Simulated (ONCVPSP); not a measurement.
LDA (Perdew-Wang 92) ONCV dataset for O, scalar-relativistic all-electron reference.

```json
{
 "Element": "oxygen",
 "Generator": "ONCVPSP 4.0.1",
 "Type": "optimised norm-conserving Vanderbilt (ONCV)",
 "Functional": "LDA (Perdew-Wang 92)",
 "Relativity": "scalar-relativistic",
 "Frozen core": "[He]",
 "Valence charge": "6",
 "Reference configuration": "2s2 2p4",
 "Partial waves": "2s: rc 0.75 bohr, ncon 4, nbas 9, qcut 9 1/bohr, 3 projectors, debl 3.5 Ha; 2p: rc 1.95 bohr, ncon 5, nbas 9, qcut 6.8 1/bohr, 2 projectors, debl 1.8 Ha; d scattering state at 0.43 Ha: rc 2.62 bohr, ncon 4, nbas 7, qcut 5.7 1/bohr, 1 projector",
 "Local potential": "polynomial inside 0.70 bohr (lpopt 1, dvloc0 6 Ha)",
 "Core correction": "none"
}
```

All-electron outer shells of the reference configuration (LDA (PZ), scalar-relativistic, ld1.x):

| shell | level (eV) | outermost node (bohr) | outermost maximum (bohr) |
| --- | --- | --- | --- |
| 1s | -510.89 | – | 0.13 |
| 2s | -23.75 | 0.28 | 0.88 |
| 2p | -9.20 | – | 0.82 |

Results:

```json
{"Cutoffs needed": "40 Ha and 149 Ha (the cutoffs (Ha) at which the residual kinetic energy of the hardest occupied pseudo-wave falls to 1 and 0.1 mHa per electron)", "Ghost test": "ghosts flagged at negative energy: s at -378.4 eV; GHOST(+) flags only above 600 eV; a true bound ghost makes a file unfit for plane-wave use", "Largest excitation error": "+2234 meV (all-electron minus pseudo) for 2s2 2p1, out of 4 test configurations"}
```

Generation and tests took about 2.8 s on one core of a shared server CPU.
